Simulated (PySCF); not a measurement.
[Ni(NH3)6]2+ holds Ni(II), d8, at total charge +2. The structure is a model geometry with rigid ligands and bond lengths from ionic radii and axial bond length changed to 0.95 of its base value, not a minimum; coordination octahedral, point group Ci, metal–donor distances 2.01–2.12 Å.

```
25

Ni    0.0000    0.0000    0.0000
N     0.0000    0.0000    2.0140
H     0.9424    0.0000    2.4043
H    -0.4712    0.8161    2.4043
H    -0.4712   -0.8161    2.4043
N     0.0000    0.0000   -2.0140
H    -0.9424    0.0000   -2.4043
H     0.4712    0.8161   -2.4043
H     0.4712   -0.8161   -2.4043
N     2.1200    0.0000    0.0000
H     2.5103    0.9424    0.0000
H     2.5103   -0.4712    0.8161
H     2.5103   -0.4712   -0.8161
N    -2.1200    0.0000    0.0000
H    -2.5103   -0.9424    0.0000
H    -2.5103    0.4712    0.8161
H    -2.5103    0.4712   -0.8161
N     0.0000    2.1200    0.0000
H     0.0000    2.5103    0.9424
H     0.8161    2.5103   -0.4712
H    -0.8161    2.5103   -0.4712
N     0.0000   -2.1200    0.0000
H     0.0000   -2.5103   -0.9424
H     0.8161   -2.5103    0.4712
H    -0.8161   -2.5103    0.4712
```

Method (PySCF 2.14, density fitting): CASSCF(8,5) with orbitals averaged over all microstates of the shell, strongly contracted NEVPT2 on the averaged canonical orbitals; basis x2c-TZVPall on the metal, x2c-SVPall elsewhere; spin-free X2C; gas phase; spin-orbit coupling by state interaction with the mean-field operator over all roots.

(1) What is the ground state?

(2) List the excited states of the same spin.

(3) Which is the lowest state of another spin?

(4) Give the fitted ligand-field and repulsion parameters.

(5) What are the magnetic parameters?

NEVPT2 lifts 3Ag (from 3T2g) from 9132 to 12553 cm⁻¹; on the d shell alone it tends to overshoot states that fill the eg-type orbitals.

The job took 22 s on one thread of Arm Neoverse V2 (shared host), with 222 basis functions and a peak of 0.6 GiB, launched as `OMP_NUM_THREADS=1 python lf_run.py task.json out`.

## Answers

(1) 3Ag (from 3A2g) (S = 1, orbital degeneracy 1), with 6.0 electrons in the lower (t2g-type) set and 2.0 in the upper (eg-type) set, by NEVPT2.

(2) By NEVPT2, the lowest six: 3Ag (from 3T2g) at 12553 cm⁻¹ (797 nm); 3Ag (from 3T2g) at 14425 cm⁻¹ (693 nm); 3Ag (from 3T2g) at 14442 cm⁻¹ (692 nm); 3Ag (from 3T1g) at 22220 cm⁻¹ (450 nm); 3Ag (from 3T1g) at 22228 cm⁻¹ (450 nm); 3Ag (from 3T1g) at 23426 cm⁻¹ (427 nm). All are electric-dipole forbidden at this geometry.

(3) 1Ag (from 1Eg) at 15885 cm⁻¹ by NEVPT2; CASSCF alone puts it at 18152 cm⁻¹ above the same ground state.

(4) At CASSCF level (the NEVPT2 levels don't fit a ligand-field model well): orbital energies 0, 187, 216, 9135, 11538 cm⁻¹; 10Dq = 10202 cm⁻¹ (difference of the means of the two sets); B = 1250 cm⁻¹; C = 4631 cm⁻¹; B over its free-ion value at the same level 0.948; rms of the fit 58 cm⁻¹; ζ = 645 cm⁻¹ (free ion 660).

(5) The ground multiplet follows a spin Hamiltonian with S = 1, g = 2.157, 2.158, 2.184, D = -3.25 cm⁻¹, E/|D| = 0.01 (spin-orbit part alone); the lowest levels hold 100 % of the spin-free ground state. μeff is 3.11 μB at 300 K and 3.05 μB at 10 K; the spin-only value is 2.83 μB.
